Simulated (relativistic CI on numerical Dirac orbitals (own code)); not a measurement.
Slater and spin-orbit integrals, Si4+

Calculated at this level of theory: Dirac-Coulomb-Breit CI, orbitals from a KLI potential per configuration, QED by a radiative potential, valence Slater integrals scaled by 0.85, P86 correlation energy added to each configuration (own radial code, finite nucleus).

Slater integrals F^k, G^k are unscaled and averaged over j, outside the closed core 1s2; ζ comes from projecting the Hamiltonian with its Breit term on Σ l·s of the shell.

- 2s2 2p5 3s: ζ(2p) = 3335.1, G^1(2p,3s) = 13043 cm⁻¹; <r>(2p) = 0.5084, <r^2>(2p) = 0.3214, <r>(3s) = 1.669, <r^2>(3s) = 3.166 (bohr units).
- 2s2 2p5 3p: ζ(2p) = 3338, F^2(2p,3p) = 28824, G^0(2p,3p) = 11899, G^2(2p,3p) = 12046, ζ(3p) = 423.22 cm⁻¹; <r>(2p) = 0.5086, <r^2>(2p) = 0.3218, <r>(3p) = 1.796, <r^2>(3p) = 3.702 (bohr units).
- 2s2 2p5 3d: ζ(2p) = 3354.9, F^2(2p,3d) = 24314, G^1(2p,3d) = 16522, G^3(2p,3d) = 9323.8, ζ(3d) = 1.3748 cm⁻¹; <r>(2p) = 0.5077, <r^2>(2p) = 0.3206, <r>(3d) = 1.933, <r^2>(3d) = 4.349 (bohr units).

Averages of the first 10 configurations, taken without configuration mixing, which lowers the lowest level and can move excited configurations by several eV; other configurations of the list can lie among them:

```csv
Configuration,Parity,States,Average energy above the lowest level (eV)
2s2 2p6,even,1,0.1
2s2 2p5 3s,odd,12,104.4
2s2 2p5 3p,even,36,114.4
2s2 2p5 3d,odd,60,127.1
2s2 2p5 4s,odd,12,136.3
2s2 2p5 4p,even,36,140.0
2s2 2p5 4d,odd,60,144.5
2s2 2p5 4f,even,84,145.6
2s 2p6 3s,even,4,157.6
2s2 2p4 3s2,even,15,226.5
```
